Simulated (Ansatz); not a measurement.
```yaml
crystal:
  periodic: [false, false, false]
  atoms:
    - {symbol: C, position_ang: [1.372217, -0.280832, -0.938657]}
    - {symbol: C, position_ang: [0.879831, -0.398895, 0.287944]}
    - {symbol: F, position_ang: [1.680571, -0.932109, 1.251532]}
    - {symbol: Al, position_ang: [-0.920540, 0.137983, 0.823735]}
    - {symbol: O, position_ang: [-1.827500, 0.785620, -0.452188]}
    - {symbol: H, position_ang: [0.747598, 0.141508, -1.716195]}
    - {symbol: H, position_ang: [-1.198567, 0.295598, 2.336155]}
    - {symbol: H, position_ang: [-1.498567, -0.004402, 2.286155]}
    - {symbol: H, position_ang: [-2.726040, 1.098227, -0.367442]}
basis:
  gaussian: {orbitals: "6-31G*"}
hamiltonian: {xc: {name: B2GP-PLYP}}
```

```sh
$ ansatz run in.yaml --threads 2 --pin off --events-out ev --progress --plain --max-ram 4352MiB
```

It prints (some lines left out):

```
Functional definition: B2GP-PLYP
831 factors; integrals over basis functions are off by at most 1.1e-3 eV
mean field evaluation 1: about -13460.0921 eV, gradient 5.8e1 eV
mean field evaluation 2: about -13460.1350 eV, gradient 5.8e1 eV
mean field evaluation 4: about -13465.2360 eV, gradient 3.0e1 eV
mean field evaluation 8: about -13468.3566 eV, gradient 5.7e-1 eV
mean field evaluation 16: about -13468.3641 eV, gradient 6.3e-3 eV
mean field -13468.36408277 eV, -494.9532508569 hartree, gradient 8.8e-6 eV, S^2 0.000000; 0 other end points of the search recorded, 0 dependent functions left out; unrestricted orbitals would lower it
9 core orbitals not correlated: weight in the atoms' cores, before any rotation towards them, 1.000 or more for the frozen orbitals, at most 0.000 for the correlated occupied ones
reference -13468.36420506 eV, -494.9532553506 hartree; 14, 14 occupied and 64, 64 virtual orbitals, 831 factors
second order -21.83522212 eV of doubles, -0.00000000 eV of singles
Total energy: -13476.22488502 eV, -495.2421300111 hartree
```

Q: What is wrong with this run?

A: One atom was put on top of another. Self-consistency was reached. The result belongs to that input, not to the molecule as meant.
